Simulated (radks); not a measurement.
Results of a calculation; reference values are marked as such.
The mean radii <r> (bohr) of the occupied orbitals of an atom or ion are listed with their occupations. Level of theory: scalar-relativistic Kohn-Sham, LDA (Slater exchange, Perdew-Zunger correlation), spin-unpolarised, spherical densities, point nucleus (a radial shooting solver on a logarithmic mesh with Libxc functionals).

| orbital | occ. | <r> |
|---|---|---|
| 1s | 1 | 0.2580 |
| 2s | 1 | 1.182 |
| 2p | 1 | 1.055 |

Name the element and its charge.

Answer. Z = 6, carbon, charge +3: C3+ in 1s1 2s1 2p1. The 1s radius gives Z: for a bare nucleus <r> = (2 gamma + 1)/(2Z) with gamma = sqrt(1 - (Z/c)^2), 0.2498 bohr for Z = 6, and screening makes it slightly larger (0.2580 here). The occupations add up to 3, and the charge is Z minus that.
